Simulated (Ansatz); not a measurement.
Relaxation of CH5AlOS (9 atoms, charge 0, multiplicity 1), to a largest force component of 0.015 eV/Å in at most 40 steps.

Computed with Ansatz 0.2.0, RKS LDA/6-31G*.

```xyz
9
Properties=species:S:1:pos:R:3
Al 0.014 1.349 -1.058
O -0.650 -0.313 -0.641
C 0.210 -0.979 0.208
S 1.324 -2.128 -0.656
H 0.912 1.599 -2.357
H -0.429 2.652 -0.149
H 0.824 -0.276 0.790
H -0.348 -1.623 1.029
H 1.900 -1.037 -1.457
```

Question: Where does it end, and by what steps?

Answer: The forces met the threshold. After 29 steps the energy has fallen by 1.126 eV; O2 moved furthest, 1.94 Å. Joined: Al1–S4.

| step | energy less start (eV) | largest force component (eV/Å) | accepted |
| --- | --- | --- | --- |
| 0 | 0.0000 | 1.759 | yes |
| 2 | -0.3949 | 0.281 | yes |
| 4 | -0.4764 | 0.395 | yes |
| 6 | -0.6412 | 0.550 | yes |
| 8 | -0.7683 | 0.331 | yes |
| 10 | -0.8213 | 0.243 | yes |
| 12 | -0.8294 | 0.172 | yes |
| 14 | -0.8743 | 0.274 | yes |
| 16 | -1.0102 | 0.344 | yes |
| 18 | -1.0627 | 0.623 | yes |
| 20 | -1.1007 | 0.209 | yes |
| 22 | -1.1151 | 0.210 | yes |
| 24 | -1.1214 | 0.116 | yes |
| 26 | -1.1253 | 0.045 | yes |
| 28 | -1.1256 | 0.025 | yes |
| 29 | -1.1256 | 0.010 | yes |

```xyz
9
Properties=species:S:1:pos:R:3
Al 0.194 1.190 -1.018
O 0.631 0.487 0.573
C 0.342 -0.822 0.435
S 0.458 -1.264 -1.438
H 1.360 2.013 -1.741
H -1.375 1.425 -1.254
H 1.039 -1.502 0.966
H -0.709 -1.116 0.664
H 1.819 -1.168 -1.479
```

Run time: 67 s on 1 thread of Arm Neoverse V1, with other jobs on the host, peak memory 0.14 GiB.
